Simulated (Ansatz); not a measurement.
Total energies of [GeH5]- (GeH5⁻) from Ansatz at PBE0-D4/def2-TZVPD, gas phase (1 Eh = 27.2114 eV = 2625.5 kJ/mol). The reference geometry is relaxed at PBE0-D4/def2-TZVPD.

```tsv
atom	x (Å)	y (Å)	z (Å)
Ge1	0.000	0.000	0.000
H2	-1.501	0.820	0.237
H3	1.501	-0.820	-0.237
H4	-0.077	-0.569	1.476
H5	0.713	1.386	-0.279
H6	-0.636	-0.818	-1.198
```

```csv
state,geometry,energy (Eh)
charge -1 singlet,reference,-2079.67165
charge 0 doublet,reference,-2079.60510
charge 0 doublet,relaxed at PBE0-D4/def2-TZVPD,-2079.62175
```

Work out the vertical ionisation energy to the doublet.

E(charge 0 doublet) − E(charge -1 singlet) = -2079.60510 − (-2079.67165) = 0.06655 Eh = 1.81 eV. For comparison, −ε of the highest occupied level is -0.21 eV at this level, 2.02 eV less.

How much does the charge 0 doublet relax, and what is the adiabatic ionisation energy?

Relaxation: -2079.60510 − (-2079.62175) = 0.01665 Eh = 0.45 eV. Adiabatic ionisation energy: 0.04990 Eh = 1.36 eV, without zero-point energy. Bonds change on the way (1 lost, 0 formed), so the relaxed form is another species. 

At PBE0-D4/def2-TZVPD the highest occupied level of the charge -1 singlet lies above zero (up to 0.21 eV). By energy differences its removal costs 1.81 eV (vertical, to the charge 0 doublet, at PBE0-D4/def2-TZVPD); a positive level beside a positive removal energy at the same level points to self-interaction error.
